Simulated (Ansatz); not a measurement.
Reaction (formal exchange of groups at the Si–O bond): `CO[SiH2][S][GeH3]` + `C=C` → `C=C[SiH2][S][GeH3]` + CH₃OH

Calculated with Ansatz (gas phase, PBE0-D4/def2-TZVP geometries, no zero-point term in ΔE). CBS: MP2 limit from def2 TZ/QZ plus the TZ coupled-cluster correction, frozen cores. This one scheme is used for every species. DFT in def2-TZVPP. For Ge outer-core shells are correlated without core-valence functions, which leaves a few kJ/mol of doubt a bond. Scalar relativity is left out up to krypton. Each species was taken in one conformer, which may not be the lowest.

```csv
level,ΔE (kJ/mol)
ωB97X-V,92.4
r2SCAN,92.5
PBE0,85.7
HF/def2-TZVPP,109.4
CCSD(T)/def2-TZVPP,91.6
HF/CBS(def2),110.7
MP2/CBS(def2),90.1
CCSD/CBS(def2),93.3
```

(1) What does CCSD(T)/CBS give? (Best estimate.)

Largest T1 diagnostic among the species: 0.012.

Answers

(1) Ansatz gave: +90.6 kJ/mol. The listed levels differ from it by 1.8, 1.9, -4.9, 18.8, 1.0, 20.1, -0.5, 2.7 kJ/mol.

In def2-TZVPP, CCSD(T) changes the Hartree–Fock value by −17.8 kJ/mol (the triples alone add −2.7 kJ/mol) and MP2 by −18.3 kJ/mol. The D4 term adds −4.9 kJ/mol with B3LYP and −2.7 kJ/mol with PBE0; it sums over pairs of atoms, weighted by their polarisabilities, and B3LYP, whose exchange is more repulsive, gets the larger term.

B3LYP here is the variant with VWN-RPA as its local correlation; programs differ in this.
